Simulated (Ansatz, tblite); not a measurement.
Forces on Cs4⁻ at its r2SCAN/def2-TZVPD geometry. Total charge -1; doublet.

In the def2 sets Cs takes a core potential; there is no spin–orbit coupling. The xTB rows come from tblite. At PBE/def2-TZVPD the charge -1 doublet is spin-contaminated (final ⟨S²⟩ up to 1.70, 0.75 for a pure state). At PBE/def2-TZVPD the highest occupied level of the charge -1 doublet lies above zero (up to 0.10 eV). It is a level of β spin, whose loss leaves a triplet; that state wasn't run at this geometry and level. The electron is either unbound and held by the finite basis, or the level is raised by self-interaction error. The geometry of the doublet was relaxed on an unsound state (⟨S²⟩ 1.87, where a pure state has 0.75). Another isomer (doublet) lies 0.11 eV lower at PBE0/def2-TZVPD; other spin states weren't run for this one.

GFN1-xTB (tblite), largest force 0.80 eV/Å:

```xyz
4
positions Å, forces eV/Å
Cs    0.739    2.874   -1.867   -0.018   -0.081    0.298
Cs   -2.483    0.739    1.904    0.681   -0.217   -0.352
Cs   -0.898   -2.854   -1.733    0.051    0.118    0.341
Cs    2.642   -0.759    1.696   -0.714    0.180   -0.287
```

GFN2-xTB (tblite), largest force 0.38 eV/Å:

```
Cs 0.111 0.359 -0.010
Cs 0.171 -0.051 0.004
Cs -0.087 -0.357 0.017
Cs -0.195 0.049 -0.011
```

PBE/def2-TZVPD (Ansatz), largest force 0.03 eV/Å:

```
Cs -0.002 -0.009 0.024
Cs 0.002 0.002 -0.021
Cs 0.002 0.004 0.018
Cs -0.003 0.003 -0.021
```
